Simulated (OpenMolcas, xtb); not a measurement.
## How methods differ on InSiNH6 (SMILES N[SiH2][InH2])

The species is InSiNH6 (9 atoms), meant as a singlet with charge 0. As SMILES, `N[SiH2][InH2]`. Geometry: relaxed at PBE0-D4/def2-TZVP. This is one conformer, not always the lowest.

Quantity: the vertical energy of the triplet above the singlet, in eV. The values are calculated.

| level | kind | program | value (eV) | less CCSD(T)/def2-SVP | CPU time (all runs) |
| --- | --- | --- | --- | --- | --- |
| GFN0-xTB | semi-empirical | xtb | 3.60 | +0.07 | under 2 s |
| HF/def2-SVP (core potential) | Hartree–Fock | OpenMolcas | 3.45 | -0.08 | 41 s |
| SVWN5/def2-SVP (core potential) | LDA | OpenMolcas | 3.17 | -0.36 | 96 s |
| revPBE/def2-SVP (core potential) | GGA | OpenMolcas | 3.18 | -0.35 | 1.9 min |
| r2SCAN/def2-SVP (core potential) | meta-GGA | OpenMolcas | 3.18 | -0.35 | 2.8 min |
| M06-2X/def2-SVP (core potential) | hybrid meta-GGA | OpenMolcas | 3.50 | -0.03 | 2.5 min |
| PBE0/def2-SVP (core potential) | global hybrid | OpenMolcas | 3.39 | -0.14 | 1.8 min |
| CCSD(T)/def2-SVP (core potential), open shells restricted | coupled cluster or CI | OpenMolcas | 3.53 | 0.00 | 3.6 min |

CCSD(T)/def2-SVP (core potential), open shells restricted is the highest level here, not the true value. Spin-orbit coupling, which can split open shells on such heavy atoms by tenths of an eV, is left out. The values span 3.17 to 3.60 eV. GFN0-xTB: no spin polarisation, so open shells miss the exchange term that lowers them. In the correlated wave-function rows the outer d shell of In is correlated, in sets not made for it. Times are those of the runs behind each value, whatever else they computed, on shared processors of several kinds: orders of magnitude only.
